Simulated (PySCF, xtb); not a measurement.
C2H4ClNSi, SMILES N#CC[SiH2]Cl.

xtb with GFN2-xTB at its own geometry gives an orbital gap of 5.47 eV and a dipole moment of 4.28 D.

Coordinates come from a B3LYP-D3(BJ)/def2-SVP optimisation. This is a generated structure with no PubChem entry under its InChIKey; it may be hypothetical. One conformer was computed; it need not be the lowest.

Problem. What does r2SCAN/def2-TZVP run with PySCF give? (The exact figures need the calculation; the answer reports its results.)

Solution. gap 7.17 eV (levels -7.95 and -0.78 eV), dipole 4.38 D.
